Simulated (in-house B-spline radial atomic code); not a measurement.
Ga²⁺. Computed with a B-spline radial atomic code. Model: non-relativistic spherical atom: semilocal Troullier-Martins pseudo-atom, one channel per l, against all electrons, high spin, G0W0 and RPA with empty states to l = 8, local potential for every l without a channel, a model core (radius 0 = none) keeps its share of the functional.

What the tables leave out is listed at the end.

The pseudopotential gives back the lowest level of each angular momentum of its own functional in the configuration it was made in; a second state of the same l is only approximately right. Exact exchange, RPA and GW see the smooth pseudo-orbitals and miss the exchange with the core, for which the functional's share stands in. The column with an uncorrelated core keeps all orbitals and exact exchange, and so separates missing core correlation from pseudisation. Only the three outermost levels and the lowest empty one were computed. RPA here is direct RPA, with no exchange kernel, and its energies carry an (l + 1/2)⁻⁴ tail. A hybrid on a potential with a model core restores only its own semilocal share of the core's exchange.

Command:
```bash
python run_psgw.py task.json out
```
Settings (lengths in bohr, energies in hartree):
```
Z                      31
electrons              29
configuration          [Ar] 3d10 4s1
generated_in           [Ar] 3d10 4s2 4p1
functional             lda,vwn
core_shells            4
radius_factor          1.15
core_correction        True
ion_configuration      [Ar] 3d10
```

Cost of the run: 57 s on 1 thread of Arm Neoverse N1, on a shared host.

Given: made with LDA VWN5; model core radius 0.306 bohr; local radius 0.883 bohr; mean-field start LDA VWN5.

Valence shells of the generating configuration: 3p, 3d, 4s, 4p.

Channel: s 2.205, p 0.65, d 1.829 (radii in bohr).

Computed: largest level miss in the spin-unpolarised generating configuration 0.011 eV; valence RPA correlation energy pseudo -1.2514 hartree; all-electron RPA polarisability, core included 7.4139 bohr³; pseudo-atom RPA polarisability 7.3678 bohr³; ionisation by mean-field all-electron 31.399 eV; ionisation by RPA all-electron 30.866 eV; ionisation by RPA pseudo minus all 1.767 eV.

```csv
level,occupied,mean-field all-electron (eV),mean-field pseudo minus all (eV),G0W0 all-electron (eV),G0W0 uncorrelated core minus all (eV),G0W0 pseudo minus all (eV),exchange self-energy all-electron (eV),exchange self-energy pseudo (eV)
4s up,1,-26.576,-0.014,-31.184,-0.089,-1.466,-15.773,-16.62
3d down,1,-40.067,-0.098,-49.665,0.092,1.151,-57.832,-45.375
3d up,?,?,?,?,?,?,?,?
4s down (empty),0,-25.228,-0.049,-20.485,-0.083,-1.418,-3.9915,-4.9113
```

What belongs in the row 3d up?

occupied: 1; mean-field all-electron (eV): -40.293; mean-field pseudo minus all (eV): -0.124; G0W0 all-electron (eV): -49.854; G0W0 uncorrelated core minus all (eV): 0.088; G0W0 pseudo minus all (eV): 0.984; exchange self-energy all-electron (eV): -57.677; exchange self-energy pseudo (eV): -45.682.

What is the ionisation by mean-field pseudo minus all?

0.056 eV.

What is the valence RPA correlation energy all-electron orbitals?

-1.23 hartree.

Given: mean-field start PBE0.

Computed: valence RPA correlation energy all-electron orbitals -1.1768 hartree; all-electron RPA polarisability, core included 6.7671 bohr³; pseudo-atom RPA polarisability 6.3445 bohr³; ionisation by mean-field all-electron 30.698 eV; ionisation by mean-field pseudo minus all 0.545 eV; ionisation by RPA all-electron 30.758 eV.

```tsv
level	occupied	mean-field all-electron (eV)	mean-field pseudo minus all (eV)	G0W0 all-electron (eV)	G0W0 uncorrelated core minus all (eV)	G0W0 pseudo minus all (eV)	exchange self-energy all-electron (eV)	exchange self-energy pseudo (eV)
4s up	1	-27.152	-0.426	-30.964	-0.08	-1.568	-15.39	-16.953
3d down	?	?	?	?	?	?	?	?
3d up	1	-43.304	0.171	-50.043	0.086	1.147	-57.902	-45.94
4s down (empty)	0	-23.229	-0.443	-20.248	-0.073	-1.32	-3.6336	-4.9608
```

What belongs in the row 3d down?

occupied: 1; mean-field all-electron (eV): -43.1; mean-field pseudo minus all (eV): 0.289; G0W0 all-electron (eV): -49.874; G0W0 uncorrelated core minus all (eV): 0.091; G0W0 pseudo minus all (eV): 1.476; exchange self-energy all-electron (eV): -58.068; exchange self-energy pseudo (eV): -45.61.

What is the ionisation by RPA pseudo minus all?

1.823 eV.

What is the valence RPA correlation energy pseudo?

-1.2079 hartree.

Among the listed levels the largest G0W0 shift of the pseudo-atom is -1.57 eV, for 4s up on the PBE0 start, while leaving the core uncorrelated moves that level by -0.08 eV. So pseudisation and the lost core exchange, not the missing core correlation, make the error. Not in the tables (levels of low weight, unsolved or above zero; the highest and the empty levels are kept at any weight): no Hartree-Fock pseudo-atom is run with a model core.
